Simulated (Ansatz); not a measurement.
Stepwise reaction of `[CH3][Sn]([CH3])([F])[F]` with hydrogen fluoride, as a gas-phase model of exchange steps in deposition or etching. ΔE in kJ/mol; ΔG adds harmonic PBE0-D4 terms to CCSD(T)/CBS, at 1 bar.

Program: Ansatz. Geometries: PBE0-D4/def2-TZVP. ΔE: electronic, gas phase. CBS: MP2 limit from def2 TZ/QZ plus the TZ coupled-cluster correction, frozen cores. This one scheme is used for every species. Functionals use def2-TZVPP. B3LYP here is the variant with VWN-RPA as its local correlation; programs differ in this. Elements past krypton have def2 core potentials. For Sn outer-core shells are correlated without core-valence functions, which leaves a few kJ/mol of doubt a bond.

```tsv
step	reaction	PBE-D4	B3LYP-D4	ωB97M-V	CCSD(T)/CBS	ΔG(400 K)
2	`[CH3][Sn]([F])([F])[F]` + H–F → `[F][Sn]([F])([F])[F]` + CH₄	-19.4	-21.9	-21.0	-15.1	-1.5
```

Task: Give the row of step 1, `[CH3][Sn]([CH3])([F])[F]` + H–F → `[CH3][Sn]([F])([F])[F]` + CH₄. (Best estimate.)

Result: The calculation gave: 
```json
{"step": "1", "reaction": "`[CH3][Sn]([CH3])([F])[F]` + H–F → `[CH3][Sn]([F])([F])[F]` + CH₄", "PBE-D4": "-64.8", "B3LYP-D4": "-69.6", "ωB97M-V": "-65.8", "CCSD(T)/CBS": "-58.6", "ΔG(400 K)": "-51.4"}
```

Task: By hand: ΔE of the 2 steps together at CCSD(T)/CBS.

Result: (-58.6) + (-15.1) = -73.7 kJ/mol, or -36.9 kJ/mol a step.

In ΔE each step is higher than the one before. All are downhill at CCSD(T)/CBS. ΔG lies between -51.4 and -1.5 kJ/mol a step. PBE-D4 differs from CCSD(T)/CBS by -6.2 to -4.3 kJ/mol a step. Isolated molecules leave out the surface, adducts and barriers. Largest T1 diagnostic: 0.015.
